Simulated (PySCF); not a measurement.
PBE0 on Ir⁻ (iridium, charge -1), [Xe] 4f14 5d8 6s2, high-spin 3F determinant. All numbers are calculated (PySCF 2.14, a scalar-relativistic core potential, in aug-cc-pVDZ-PP with ECP60MDF).

```
cycle= 1 E= -104.458191433497  delta_E= -0.013  |g|= 0.0246  |ddm|= 0.339
cycle= 2 E= -104.458520491919  delta_E= -0.000329  |g|= 0.0215  |ddm|= 0.0919
cycle= 3 E= -104.458722715507  delta_E= -0.000202  |g|= 0.00926  |ddm|= 0.0259
cycle= 4 E= -104.458773608918  delta_E= -5.09e-05  |g|= 0.000724  |ddm|= 0.021
cycle= 5 E= -104.458774995027  delta_E= -1.39e-06  |g|= 0.000136  |ddm|= 0.00583
cycle= 6 E= -104.458775023281  delta_E= -2.83e-08  |g|= 2.28e-05  |ddm|= 0.000625
cycle= 7 E= -104.458775023752  delta_E= -4.71e-10  |g|= 5.62e-07  |ddm|= 8.74e-05
converged SCF energy = -104.458775023752  <S^2> = 2.0152127  2S+1 = 3.0101247
```

Highest occupied orbital energy: 0.199 eV; ⟨L²⟩ = 12.02; populations by l: s 4.00, p 6.00, d 8.00, f 0.00.

Question: Can this result be used?

Answer: With care. The run converged. Energies and moments cover only the electrons outside the core potential. Spin-orbit coupling, absent here, splits the open shell strongly. At PBE0 the highest occupied level has a positive energy, so only the finite basis holds that electron; in a semilocal or global hybrid functional this comes from self-interaction and does not mean that the real anion is unbound.
